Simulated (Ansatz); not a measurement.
```yaml
crystal:
  periodic: [false, false, false]
  atoms:
    - {symbol: C, position_ang: [-1.363795, 0.636702, -0.600752]}
    - {symbol: As, position_ang: [0.223342, -0.338955, -1.271884]}
    - {symbol: Si, position_ang: [1.138537, -0.819282, 0.850177]}
    - {symbol: H, position_ang: [-1.834263, 1.146620, -1.441318]}
    - {symbol: H, position_ang: [-1.113665, 1.361618, 0.172015]}
    - {symbol: H, position_ang: [-2.067794, -0.093022, -0.199965]}
    - {symbol: H, position_ang: [1.113519, 0.888245, -1.436391]}
    - {symbol: H, position_ang: [0.305905, -1.871607, 1.492912]}
    - {symbol: H, position_ang: [1.156592, 0.372879, 1.741893]}
    - {symbol: H, position_ang: [2.524622, -1.334396, 0.696112]}
basis:
  gaussian: {orbitals: STO-3G, point_charges: [{charge: 2.00, position_ang: [5.265, 0.842, -0.280]}]}
hamiltonian: {xc: {name: BHLYP}, dispersion: d3bjatm, pseudopotentials: {relativity: none}}
accuracy: high
scf: {lower_state_search: full}
output: {forces: true}
```

```sh
$ ansatz run in.yaml --threads 4 --pin off --events-out ev --progress --plain --max-ram 10444MiB
```

Shortened log:

```
Functional definition: BHLYP
674 factors; integrals over basis functions are off by at most 5.5e-9 eV
mean field evaluation 1: about -69079.7903 eV, gradient 1.1e1 eV
mean field evaluation 2: about -69079.7750 eV, gradient 1.1e1 eV
mean field evaluation 4: about -69080.2811 eV, gradient 4.8e-1 eV
mean field evaluation 8: about -69080.2827 eV, gradient 2.8e-3 eV
mean field -69080.28269819 eV, -2538.6535648613 hartree, gradient 6.3e-8 eV, S^2 0.000000; 0 other end points of the search recorded, 0 dependent functions left out
reference -69080.28272229 eV, -2538.6535657469 hartree; 30, 30 occupied and 9, 9 virtual orbitals, 674 factors
Total energy: -69080.61675400 eV, -2538.6658411858 hartree
Atom 0 at    -1.363795     0.636702    -0.600752 Å, force     0.879735    -0.628615    -0.512341 eV/Å
Atom 1 at     0.223342    -0.338955    -1.271884 Å, force     0.502226     1.274062     0.841946 eV/Å
Atom 2 at     1.138537    -0.819282     0.850177 Å, force    -0.809364    -0.541012     0.516687 eV/Å
Atom 3 at    -1.834263     1.146620    -1.441318 Å, force    -0.062829     0.030013     0.134497 eV/Å
Atom 4 at    -1.113665     1.361618     0.172015 Å, force    -0.051607     0.025640     0.003578 eV/Å
Atom 5 at    -2.067794    -0.093022    -0.199965 Å, force    -0.020359     0.146545     0.004348 eV/Å
Atom 6 at     1.113519     0.888245    -1.436391 Å, force    -0.786830    -0.916712     0.201628 eV/Å
Atom 7 at     0.305905    -1.871607     1.492912 Å, force     0.992488     0.980754    -0.527707 eV/Å
Atom 8 at     1.156592     0.372879     1.741893 Å, force     0.317227    -1.023631    -0.836896 eV/Å
Atom 9 at     2.524622    -1.334396     0.696112 Å, force    -0.905039     0.743381     0.163323 eV/Å
Dipole moment:    -0.333668     0.120797     0.134050 e Å
```

Run time 1.1 s (4 threads of an Arm Neoverse V2 on a shared host); peak host memory 0.14 GiB.
